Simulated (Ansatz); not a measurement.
`O[SiH2][O][ZnH]`. The species carries charge 0 and has multiplicity 1. All single points use the PBE0-D4/def2-TZVP geometry. It is one conformer, not always the lowest.

```xyz
8

O    -0.362    0.647   -1.145
Si   -0.874    0.251    0.382
O     0.331   -0.589    1.039
Zn    1.889   -1.001    0.272
H    -0.942    1.156   -1.712
H    -2.121   -0.558    0.299
H    -1.157    1.493    1.154
H     3.236   -1.400   -0.288
```

(1) What is the dipole moment at ωB97M-V/def2-TZVPP? (Estimate.)

(2) And with PBE, r2SCAN, B3LYP? (An estimate is asked.)

(3) Give the Mulliken charges with ωB97M-V, B3LYP, PBE in def2-TZVPP. (Best estimate.)

Answers

(1) The calculation gave: 1.13 D, with components (0.20, 0.35, -1.06) D in this frame, pointing from negative to positive charge.

(2) Computed: PBE 1.13 D, r2SCAN 1.14 D, B3LYP 1.12 D.

(3) The calculation gave: 
```tsv
atom	ωB97M-V	B3LYP	PBE
O1	-0.40	-0.41	-0.36
Si2	0.56	0.64	0.54
O3	-0.53	-0.51	-0.42
Zn4	0.42	0.42	0.32
H5	0.17	0.18	0.18
H6	-0.08	-0.11	-0.10
H7	-0.08	-0.11	-0.10
H8	-0.06	-0.09	-0.05
```

B3LYP here is the variant with VWN-RPA as its local correlation; programs differ in this.
